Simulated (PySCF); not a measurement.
## Removing an electron from `C=CS(=O)(=O)OC`

C₃H₆O₃S.
SMILES with atom numbers: `[CH2:1]=[CH:2][S:3](=[O:4])(=[O:5])[O:6][CH3:7]` (hydrogens: H8, H9 on C1; H10 on C2; H11, H12, H13 on C7)

Structure used (PBE0-D3(BJ)/def2-SVP), in Å, numbered top down from 1:
```
atom  x, y, z in Å
C1    -2.471    0.476    0.081
C2    -1.374   -0.273    0.111
S3    -0.199   -0.164   -1.198
O4     0.188   -1.513   -1.571
O5    -0.653    0.805   -2.167
O6     1.058    0.536   -0.449
C7     2.039   -0.291    0.159
H8    -3.225    0.403    0.869
H9    -2.637    1.177   -0.742
H10   -1.133   -1.008    0.884
H11    2.930    0.337    0.284
H12    1.703   -0.642    1.149
H13    2.274   -1.154   -0.479
```

Level: wB97X-D/def2-SVPD (PySCF). Frontier orbitals with their largest atomic shares (Löwdin; up to four atoms above 4 %):

| orbital | ε (eV) | main atoms |
| --- | --- | --- |
| HOMO−3 | -11.55 | O5 61 %, S3 10 %, C2 8 %, O4 8 % |
| HOMO−2 | -11.22 | O4 33 %, O6 20 %, O5 15 %, S3 8 % |
| HOMO−1 | -11.12 | O4 41 %, O5 24 %, O6 13 %, C2 8 % |
| HOMO | -10.64 | ? |
| LUMO | 0.40 | C1 38 %, C2 30 %, S3 7 %, H8 6 % |
| LUMO+1 | 1.96 | S3 26 %, C7 12 %, H10 12 %, C1 11 % |
| LUMO+2 | 2.42 | S3 30 %, C1 14 %, C7 8 %, H9 8 % |

**Question.** What vertical ionisation energy does ΔSCF give, and how far is −ε(HOMO) from it?

**Answer.** ΔSCF: 10.92 eV (1053 kJ/mol; threshold wavelength 114 nm); ⟨S²⟩ of the doublet left behind is 0.761, against 0.75 for a pure doublet. −ε(HOMO) is 10.64 eV, 0.28 eV below it. For the exact functional −ε(HOMO) would equal the first vertical ionisation energy; wB97X-D (range-separated hybrid) comes within 0.28 eV of that here. Holes in the HOMO−1 and HOMO−2 were tried too where these lie within 1.2 eV of the HOMO; the lowest converged state counts.

**Question.** On which atoms does the HOMO lie?

**Answer.** C2 (alkene CH carbon) 26 %, C1 (terminal =CH2 carbon) 24 %, O6 (oxygen bonded to C and S) 17 %, O4 (sulfonyl oxygen) 11 %, so no atom holds as much as 40 %. The HOMO−1 lies 0.48 eV lower.

**Question.** What total energies stand behind the ΔSCF value?

**Answer.** E(N) = -741.21655 Eh and E(N − 1) = -740.81530 Eh at the same geometry, 0.40125 Eh apart.

**Question.** With α = 67.7 au, estimate the like-pair dispersion coefficient by London's formula C6 = (3/4)α²I.

**Answer.** I = 0.4012 Eh, so C6 ≈ 1380 au, a rough estimate.

One conformer (not necessarily the lowest) at the PBE0-D3(BJ)/def2-SVP geometry, without solvent, vibrations or thermal averaging.

The pairwise dispersion term of wB97X-D wasn't added to the energies; at a given geometry it leaves orbitals and properties as they are.
